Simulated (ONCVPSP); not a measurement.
# Transferability test, ONCV potential for Li

ONCVPSP 4.0.1 input, shortened (lines: element, Z, core and valence counts, functional; n l f; lmax; l rc ep ncon nbas qcut; lloc lpopt rc5 dvloc0; l nproj debl; icmod fcfact rcfact), PBE, scalar-relativistic:

```
  Li 3.00    0    2        4      upf
    1    0    2.00
    2    0    1.00
    2
    0    1.10    0.00    3    8   13.30
    1    1.15    0.46    3    6    7.20
    2    1.15    0.02    4    7    7.60
    4    5    0.75    4.00
    0    2    1.30
    1    1    2.00
    2    2    1.70
    0    0.00    0.00
```

Energies are relative to the spin-unpolarised reference configuration 1s2 2s1; without spin polarisation the order of configurations can differ from experiment.

```csv
valence configuration,charge,ΔE all-electron (eV),error AE − PS (meV)
1s2 2s0,+1,5.296,+0.3
1s2 2s0.5,+0.5,2.049,0.0
1s2 2s0 2p1,0,1.787,+0.3
```

Q: What are ΔE and the potential's error for 1s1 2s1?

A: ΔE = 68.407 eV all-electron; the error (AE − PS) is +639 meV.
